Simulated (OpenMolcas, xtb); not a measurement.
# InClF2 (SMILES [F][In]([F])[Cl]): the HOMO–LUMO gap, rung by rung

InClF2: 4 atoms, total charge 0, spin state singlet. SMILES: `[F][In]([F])[Cl]`. Geometry: relaxed at PBE0-D4/def2-TZVP.

```xyz
4

F     0.5882    0.6146    1.7496
In    0.0467   -0.0405    0.0251
F     0.8315   -1.7207   -0.4821
Cl   -1.4109    1.0863   -1.3128
```

Each level gives the HOMO–LUMO gap (eV). The values are calculated.

| level | kind | program | value (eV) | CPU time |
| --- | --- | --- | --- | --- |
| GFN1-xTB | semi-empirical | xtb | 4.28 | under 2 s |
| HF/def2-SVP (core potential) | Hartree–Fock | OpenMolcas | 13.70 | 8.8 s |
| SVWN5/def2-SVP (core potential) | LDA | OpenMolcas | 4.14 | 11 s |
| BP86/def2-SVP (core potential) | GGA | OpenMolcas | 4.30 | 26 s |
| TPSS/def2-SVP (core potential) | meta-GGA | OpenMolcas | 4.59 | 17 s |
| PBE0/def2-SVP (core potential) | global hybrid | OpenMolcas | 6.72 | 23 s |
| B2PLYP/def2-SVP (core potential) | double hybrid | OpenMolcas | 9.22 | 9.4 s |

The values span 4.14 to 13.70 eV. Orbital gaps aren't excitation energies, and those of double hybrids come from the SCF part alone; they tend to grow with the share of exact exchange. Times are those of the runs behind each value, whatever else they computed, on shared processors of several kinds: orders of magnitude only.
